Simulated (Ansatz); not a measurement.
Saddle point of SnHCl$_{3}$, closed shell (SnCl₂ + HCl → SnCl₂ + HCl; bonds formed: Sn1–Cl4, Cl2–H3; bonds broken: Sn1–Cl2, H3–Cl4), PBE0-D4/def2-TZVP structure:

| atom | x (Å) | y (Å) | z (Å) |
| --- | --- | --- | --- |
| Sn1 | 0.4050 | 1.3000 | 0.2663 |
| Cl2 | 1.1571 | -0.8103 | -1.1199 |
| H3 | -0.3916 | -0.7028 | -0.9883 |
| Cl4 | -1.7220 | -0.0338 | -0.5315 |
| Cl5 | 0.5514 | 0.2469 | 2.3734 |

Energies are electronic, without zero-point energy. Barriers and step energies count from the start structure reached by relaxing down the imaginary mode; all methods use the PBE0-D4 structures, on which another method's saddle can fall below an end. Computed with Ansatz 0.2.0 (basis: def2-TZVPP, with def2-QZVPP for the basis limit); correlated methods freeze the cores. Filled d shells of the heavier atoms are correlated. Core potentials replace the inner electrons of the atoms past krypton. The def2 sets are not built for correlating such inner shells, so the correlated values are less sure here. B3LYP uses VWN-RPA correlation. Extrapolation: Hartree–Fock as exp(−7.88 √X), correlation as X^−2.97.

```
      method  barrier (kJ/mol)  step energy (kJ/mol)
       SPW92             -12.4                   0.0
      PBE-D4               2.2                   0.0
     BLYP-D4                 ?                   0.0
   r2SCAN-D4               6.4                   0.0
      B97M-V              21.3                   0.0
     PBE0-D4              11.9                   0.0
    B3LYP-D4              18.8                   0.0
  r2SCAN0-D4              14.5                   0.0
    BHLYP-D4              31.3                   0.0
CAM-B3LYP-D4              23.7                   0.0
     wB97X-V              25.7                   0.0
     wB97M-V              25.0                   0.0
      B2PLYP                 ?                   0.0
    PBE-QIDH                 ?                   0.0
  RPA on PBE              26.5                   0.0
          HF              60.5                   0.0
         MP2              20.7                   0.0
        CCSD              35.7                   0.0
     CCSD(T)              28.5                   0.0
```

**Question.** Fill in the withheld barriers. (An estimate is asked for; the value comes from the calculation.)

**Answer.** The calculation gives: B2PLYP 21.9; BLYP-D4 11.9; PBE-QIDH 19.6 kJ/mol. Each is the energy of the saddle less that of the start structure, by the same method.

For comparison, the barrier by CCSD(T) at an estimated basis limit (MP2 extrapolated from triple and quadruple zeta, plus CCSD(T) − MP2 in triple zeta) is 23.0 kJ/mol.

No T1 diagnostic of these runs exceeds 0.013.

For scale, one of the runs: CCSD(T)/def2-TZVPP, 190 basis functions, launched by `ansatz run in.yaml --threads 4 --pin off --events-out ev --progress --plain --max-ram 9574MiB`. Time: 72 s of wall clock on 4 CPU threads of an Arm Neoverse V1; the host was shared. Peak host memory: 2.1 GiB.
